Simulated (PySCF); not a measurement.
## Hf: excitation energy

Hf [Xe] 4f14 5d2 6s2 (3F) → Hf [Xe] 4f14 5d4 (5D), as a difference of total energies. Calculation: PySCF 2.14, in x2c-TZVPPall with one added diffuse shell each of s, p, d, f type (12s8p8d4f1g, 113 functions); the spin-free X2C one-electron Hamiltonian (Gaussian nucleus). The calculations carry no spin-orbit coupling.

| method | excitation energy (eV) |
| --- | --- |
| UHF | 4.408 |
| MN15 | 4.924 |
| TPSS | 4.342 |
| HSE06 | 4.368 |
